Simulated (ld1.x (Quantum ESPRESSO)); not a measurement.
## What the settings do to the TM potential of Cd

Base potential:

- Element: Cd
- Generator: ld1.x (Quantum ESPRESSO) 7.5
- Type: norm-conserving Troullier–Martins (Kleinman–Bylander form)
- Functional: revPBE
- Relativity: fully relativistic
- Frozen core: [Ar] 3d10 4s2
- Valence charge: 18
- Reference configuration: 4p6 4d10 5s2 5p0
- Partial waves: 5s (bound): rc 1.90 bohr; 4p (bound): rc 1.40 bohr; 4d (bound): rc 1.80 bohr; 4f channel at 0.3 Ry: rc 1.80 bohr
- Local potential: all-electron potential smoothed inside 1.20 bohr (lloc = -2)
- Core correction: Bessel-smoothed model core, default radius (core density twice the valence density)

Open shells are filled in proportion to 2j + 1 (rel_dist='average').

Cutoffs, loose and tight: the cutoffs (Ry, on a coarse ladder) from which the occupation-weighted sum of valence levels, in a spherical-Bessel basis at the reference potential, stays within 10 and 1 mRy of its value at 400 Ry. They do not see the model core or the augmentation charge, which bear on the density cutoff. Test errors are all-electron minus pseudo excitation energies from the reference, over the configurations 4p6 4d10 5s1 5p0; 4p6 4d10 5s0 5p0; 4p6 4d9 5s0 5p0; 4p6 4d8 5s0 5p0; 4p6 4d10 5s0 5p2; 4p6 4d9 5s2 5p0; 4p5 4d10 5s2 5p0. A dash means not determined; rows that change the core or the reference have their own tests. The largest error is taken over the tests solved by every variant that gives reliable tests at all: 4p6 4d10 5s0 5p0; 4p6 4d10 5s0 5p2; 4p6 4d8 5s0 5p0; 4p6 4d9 5s0 5p0.

A true bound ghost makes a file unfit for plane-wave use even where its test errors are small: the radial tests pick states by their node count and pass the ghost by. Where a test does run into it, the solver fails or the error is huge.

```tsv
change	outcome	cutoff, loose	cutoff, tight	bound ghosts	largest test error (meV)
base	generated	70 Ry	110 Ry	s	+357
wave 5s (bound): rc 1.90 bohr becomes 5s (bound): rc 2.10 bohr	generated	70 Ry	110 Ry	s	+354
wave 5s (bound): rc 1.90 bohr becomes 5s (bound): rc 2.28 bohr	generated	70 Ry	110 Ry	s	+355
wave 5s (bound): rc 1.90 bohr becomes 5s (bound): rc 2.48 bohr	generated	70 Ry	110 Ry	s	+355
wave 5s (bound): rc 1.90 bohr becomes 5s (bound): rc 2.58 bohr	generated	70 Ry	110 Ry	s	+354
wave 5s (bound): rc 1.90 bohr becomes 5s (bound): rc 2.86 bohr	generated	70 Ry	110 Ry	s	+348
```

Task: What comes out with this change to the base: wave 5s (bound): rc 1.90 bohr becomes 5s (bound): rc 1.60 bohr?

Result: outcome: generated; cutoff, loose: 70 Ry; cutoff, tight: 140 Ry; bound ghosts: s; largest test error (meV): +375.

Task: What comes out with this change to the base: wave 5s (bound): rc 1.90 bohr becomes 5s (bound): rc 1.22 bohr?

Result: outcome: generated; cutoff, loose: over 300 Ry; cutoff, tight: over 300 Ry; bound ghosts: s; largest test error (meV): +217.

Task: What comes out with this change to the base: wave 5s (bound): rc 1.90 bohr becomes 5s (bound): rc 1.50 bohr?

Result: outcome: generated; cutoff, loose: 90 Ry; cutoff, tight: 140 Ry; bound ghosts: s; largest test error (meV): +370.

Reading the sweep of the s radius (base included, trends over the rows without a ghost): Bound ghosts are found at 1.22, 1.5, 1.6, 1.9, 2.1, 2.28, 2.48, 2.58, 2.86 bohr. Every judged row has one, so this setting neither creates nor removes them.
